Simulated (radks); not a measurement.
Lu4+, configuration [Xe] 4f13. All-electron calculation, Dirac Kohn-Sham, LDA (Slater exchange, Perdew-Zunger correlation), spin-unpolarised, spherical densities, finite nucleus; open shells fill j = l - 1/2 first; Fermi nuclear charge, rms radius 5.37 fm. Program: a radial shooting solver on a logarithmic mesh with Libxc functionals.

Normalised radial functions P(r) = r R(r) (large component), r in bohr:

r,5p1/2,5p3/2,4f5/2
0.000818,0.0040,0.0006,0.0000
0.0009447,0.0047,0.0008,0.0000
0.001091,0.0055,0.0011,0.0000
0.00126,0.0064,0.0014,0.0000
0.001455,0.0076,0.0018,0.0000
0.001681,0.0089,0.0024,0.0000
0.001941,0.0106,0.0031,0.0000
0.002241,0.0126,0.0041,0.0000
0.002589,0.0150,0.0053,0.0000
0.00299,0.0179,0.0069,0.0000
0.003425,0.0213,0.0089,0.0000
0.003956,0.0256,0.0115,0.0000
0.004568,0.0308,0.0148,0.0000
0.005276,0.0371,0.0191,0.0000
0.006093,0.0447,0.0245,0.0000
0.007037,0.0539,0.0312,0.0000
0.008126,0.0649,0.0396,0.0000
0.009385,0.0779,0.0500,0.0001
0.01084,0.0931,0.0625,0.0001
0.01252,0.1106,0.0776,0.0002
0.01446,0.1305,0.0953,0.0003
0.0167,0.1524,0.1157,0.0004
0.01928,0.1757,0.1384,0.0007
0.02227,0.1994,0.1628,0.0012
0.02572,0.2217,0.1877,0.0020
0.0297,0.2402,0.2111,0.0034
0.0343,0.2517,0.2302,0.0055
0.03961,0.2524,0.2413,0.0088
0.04575,0.2378,0.2401,0.0141
0.05283,0.2039,0.2219,0.0222
0.06102,0.1475,0.1825,0.0345
0.0699,0.0732,0.1237,0.0517
0.08073,-0.0247,0.0392,0.0779
0.09324,-0.1340,-0.0629,0.1152
0.1077,-0.2401,-0.1712,0.1667
0.1244,-0.3234,-0.2681,0.2356
0.1436,-0.3614,-0.3319,0.3245
0.1659,-0.3347,-0.3407,0.4343
0.1915,-0.2334,-0.2790,0.5635
0.2212,-0.0641,-0.1451,0.7072
0.2555,0.1463,0.0440,0.8560
0.295,0.3520,0.2508,0.9970
0.3407,0.4979,0.4240,1.1148
0.3935,0.5351,0.5116,1.1948
0.4545,0.4375,0.4775,1.2266
0.5249,0.2124,0.3145,1.2070
0.6061,-0.1002,0.0476,1.1399
0.7,-0.4391,-0.2726,1.0347
0.8085,-0.7390,-0.5842,0.9036
0.9337,-0.9472,-0.8303,0.7593
1.078,-1.0353,-0.9722,0.6136
1.245,-1.0031,-0.9965,0.4760
1.427,-0.8841,-0.9220,0.3595
1.648,-0.7012,-0.7691,0.2545
1.903,-0.5017,-0.5794,0.1701
2.198,-0.3214,-0.3918,0.1061
2.538,-0.1822,-0.2353,0.0609
2.931,-0.0900,-0.1239,0.0317
3.385,-0.0381,-0.0562,0.0147
3.909,-0.0135,-0.0216,0.0059
4.515,-0.0039,-0.0068,0.0020
5.214,-0.0009,-0.0017,0.0006
6.022,-0.0002,-0.0003,0.0001

5p1/2: eigenvalue -80.474 eV, 3 radial nodes at r = 0.0780, 0.232, 0.580 bohr, <r> = 1.26 bohr, 90 % of the charge inside 1.83 bohr. 5p3/2: eigenvalue -72.686 eV, 3 radial nodes at r = 0.0855, 0.248, 0.620 bohr, <r> = 1.35 bohr, 90 % of the charge inside 1.96 bohr. 4f5/2: eigenvalue -58.711 eV, 0 radial nodes, <r> = 0.677 bohr, 90 % of the charge inside 1.14 bohr.
